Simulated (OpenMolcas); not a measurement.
## V2+, Nb2+, Ta2+: d3 down the group

| Quantity | Value |
| --- | --- |
| Program | OpenMolcas 26.06 |
| Method | RASSCF |
| Basis | ANO-RCC-VQZP |
| Scalar Hamiltonian | DKH2, point nucleus |
| Spin-orbit coupling | RASSI with atomic mean-field integrals over the reference wave functions, term energies averaged over their components |

Active space for each ion: 9 electrons in 8 orbitals (RAS1 p, at most 2 holes; RAS2 d).

Computed levels in cm-1 above 4F 3/2:

| Level | V2+ | Nb2+ | Ta2+ |
| --- | --- | --- | --- |
| 4F 5/2 | 163 | 536 | 2614 |
| 4F 7/2 | 387 | 1234 | 5299 |
| 4F 9/2 | 669 | 2055 | 7747 |
| 4P 1/2 | 13992 | 10793 | 12267 |
| 4P 3/2 | 14066 | 10868 | 11240 |
| 4P 5/2 | 14258 | 11657 | 15972 |
| 2G 7/2 | 15187 | 12304 | 15150 |
| 2P 1/2 | 17908 | 14718 | 19073 |
| 2P 3/2 | 18002 | 14540 | 24737 |
| weight of 4F in the lowest level (%) | 100 | 99 | 92 |

Mixed levels, with the weight of the term that names them: Nb2+ 2P 3/2 (51 %), Ta2+ 4P 3/2 (56 %), Ta2+ 2P 3/2 (59 %).

Measured, with the error of the calculation in %. Measured levels: V2+ from Sugar and Corliss, J. Phys. Chem. Ref. Data 7, 1191 (1978); Nb2+ from the list in Shadmi, J. Res. Natl. Bur. Stand. 70A, 435 (1966).

```json
{"Level": "4F 5/2", "V2+": "146 (+12.0)", "Nb2+": "516 (+3.9)"}
{"Level": "4F 7/2", "V2+": "342 (+13.3)", "Nb2+": "1177 (+4.9)"}
{"Level": "4F 9/2", "V2+": "584 (+14.5)", "Nb2+": "1939 (+6.0)"}
{"Level": "4P 1/2", "V2+": "11514 (+21.5)", "Nb2+": "8664 (+24.6)"}
{"Level": "4P 3/2", "V2+": "11592 (+21.3)", "Nb2+": "8608 (+26.3)"}
{"Level": "4P 5/2", "V2+": "11770 (+21.1)", "Nb2+": "9594 (+21.5)"}
{"Level": "2G 7/2", "V2+": "11966 (+26.9)", "Nb2+": "9236 (+33.2)"}
{"Level": "2P 1/2", "V2+": "15580 (+14.9)", "Nb2+": ""}
{"Level": "2P 3/2", "V2+": "15550 (+15.8)", "Nb2+": ""}
```

The fine-structure level 4F 9/2 changes by a factor of 11.6 from V2+ to Ta2+.

Without spin-orbit coupling 4P lies 13778, 10160, 9784 cm-1 above 4F in that order; the difference to the level 4P 1/2, of either sign, comes from spin-orbit coupling, which also lowers the zero.

Without dynamic correlation excited terms often stand tens of per cent too high (terms of higher spin than the ground term too low), and those without a measured partner can miss by more than the paired ones. Active for correlation alone: 3p; no level in the range computed is led by a configuration that opens it, so any true level of that kind is missing (holds for V2+). Active for correlation alone: 4p; no level in the range computed is led by a configuration that opens it, so any true level of that kind is missing (holds for Nb2+). Active for correlation alone: 5p; no level in the range computed is led by a configuration that opens it, so any true level of that kind is missing (holds for Ta2+). Measured partners are found by configuration, term and J. A level has none where our copy of the source lacks it or the pairing is in doubt (some pairs that miss far off the trend of their configuration count as doubtful), and it then counts in no deviation. Levels of configurations outside the active space are missing.
